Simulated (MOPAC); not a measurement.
A run for MOPAC: PM3 on ClFHIn (SMILES [F][InH][Cl]), a point of a bond scan (R = 2.964 Å).

```
PM3 1SCF PRECISE CHARGE=0 THREADS=1
ClFHIn

In    -0.09474537 1    -0.41822875 1     0.20223357 1
H     -1.71611109 1    -2.85951452 1     0.64363432 1
F      1.57814816 1    -0.11257062 1     1.16386102 1
Cl    -0.50232767 1     1.37174079 1    -1.22580333 1
```

Program output:

```
*******************************************************************************
 **                                                                           **
 **                              MOPAC v23.2.5                                **
 **                                                                           **
 *******************************************************************************
 ** MOPAC's Digital Object Identifier: https://doi.org/10.5281/zenodo.6511958 **
 **                                                                           **
 ** Please cite the open-source release paper for use of this MOPAC version:  **
 ** J. E. Moussa and J. J. P. Stewart (2026)                                  **
 ** MOPAC: An open-source semiempirical molecular orbital program             **
 ** J. Open Source Softw., 11(119), 8025, https://doi.org/10.21105/joss.08025 **
 *******************************************************************************

                              PM3 CALCULATION RESULTS

 *******************************************************************************
 *  PM3        - The PM3 Hamiltonian to be used
 *
 *
 *
 *                 CHARGE ON SYSTEM = 0
 *
 *
 *
 *  PRECISE    - TIGHTER CRITERIA TO BE USED
 *  1SCF       - DO 1 SCF AND THEN STOP
 *  THREADS=1  - MULTI-THREADING NOT USED
 *  T=         - A TIME OF 172800.0 SECONDS REQUESTED
 *  DUMP=N     - RESTART FILE WRITTEN EVERY 7200.0 SECONDS REQUESTED
 *******************************************************************************
PM3 1SCF PRECISE CHARGE=0 THREADS=1
 ClFHIn

   ATOM   CHEMICAL          X               Y               Z
  NUMBER   SYMBOL      (ANGSTROMS)     (ANGSTROMS)     (ANGSTROMS)

     1      In         -0.09474537  *  -0.41822875  *   0.20223357  *
     2       H         -1.71611109  *  -2.85951452  *   0.64363432  *
     3       F          1.57814816  *  -0.11257062  *   1.16386102  *
     4      Cl         -0.50232767  *   1.37174079  *  -1.22580333  *



          CARTESIAN COORDINATES

    NO.       ATOM           X           Y           Z

     1        In         -0.0947     -0.4182      0.2022
     2         H         -1.7161     -2.8595      0.6436
     3         F          1.5781     -0.1126      1.1639
     4        Cl         -0.5023      1.3717     -1.2258

  H: (PM3): J. J. P. STEWART, J. COMP. CHEM. 10, 209 (1989).
  F: (PM3): J. J. P. STEWART, J. COMP. CHEM. 10, 209 (1989).
 Cl: (PM3): J. J. P. STEWART, J. COMP. CHEM. 10, 209 (1989).
 In: (PM3): J. J. P. STEWART, J. COMP. CHEM. 12, 320-341 (1991).

           Empirical Formula: H In F Cl  =     4 atoms



      MOLECULAR POINT GROUP   :   Cs


      RHF CALCULATION, NO. OF DOUBLY OCCUPIED LEVELS = 9


 -------------------------------------------------------------------------------
 PM3 1SCF PRECISE CHARGE=0 THREADS=1
 ClFHIn



     1SCF WAS SPECIFIED, SO BFGS WAS NOT USED
     SCF FIELD WAS ACHIEVED


                              PM3 CALCULATION
                                                       MOPAC v23.2.5 Linux




          FINAL HEAT OF FORMATION =         21.98934 KCAL/MOL =      92.00340 KJ/MOL


          COSMO AREA              =        113.90 SQUARE ANGSTROMS
          COSMO VOLUME            =         94.20 CUBIC ANGSTROMS

          IONIZATION POTENTIAL    =          9.963298 EV
          HOMO LUMO ENERGIES (EV) =         -9.963 -3.051
          NO. OF FILLED LEVELS    =          9
          MOLECULAR WEIGHT        =        170.2793         POINT GROUP:  Cs

          MOLECULAR DIMENSIONS (Angstroms)

            Atom       Atom       Distance
           Cl     4    H     2     4.78242
            F     3    H     2     3.04729
           In     1    H     2     0.00000


          SCF CALCULATIONS        =          1





   ATOM   CHEMICAL          X               Y               Z
  NUMBER   SYMBOL      (ANGSTROMS)     (ANGSTROMS)     (ANGSTROMS)

     1      In         -0.09474537  *  -0.41822875  *   0.20223357  *
     2       H         -1.71611109  *  -2.85951452  *   0.64363432  *
     3       F          1.57814816  *  -0.11257062  *   1.16386102  *
     4      Cl         -0.50232767  *   1.37174079  *  -1.22580333  *

                             CARTESIAN COORDINATES

   1   In       -0.094745370    -0.418228750     0.202233570
   2    H       -1.716111090    -2.859514520     0.643634320
   3    F        1.578148160    -0.112570620     1.163861020
   4   Cl       -0.502327670     1.371740790    -1.225803330


           Empirical Formula: H In F Cl  =     4 atoms



      MOLECULAR POINT GROUP   :   Cs


                  EIGENVALUES
 -54.93791 -19.88131 -16.12994 -15.63108 -15.44291 -12.98218 -11.30982 -11.20347
  -9.96330  -3.05051  -2.66982  -0.52328   0.32957


              NET ATOMIC CHARGES AND DIPOLE CONTRIBUTIONS

  ATOM NO.   TYPE          CHARGE      No. of ELECS.   s-Pop       p-Pop
    1         In           0.129834        2.8702     1.29639     1.57377
    2          H           0.140461        0.8595     0.85954
    3          F          -0.282108        7.2821     1.55686     5.72524
    4         Cl           0.011812        6.9882     1.96811     5.02008
 DIPOLE           X         Y         Z       TOTAL
 POINT-CHG.    -3.384    -1.960    -1.086     4.058
 HYBRID         1.063     0.393     0.484     1.232
 SUM           -2.321    -1.567    -0.603     2.864


          ATOMIC ORBITAL ELECTRON POPULATIONS

     Atom    s        px        py        pz
    1 In   1.29639   0.54708   0.63111   0.39557
    2  H   0.85954
    3  F   1.55686   1.85353   1.95773   1.91397
    4 Cl   1.96811   1.91558   1.48508   1.61943

 **********************
 *                    *
 * JOB ENDED NORMALLY *
 *                    *
 **********************




 == MOPAC DONE ==
```

The run finished.

Cost: very roughly 0.010 core-seconds.
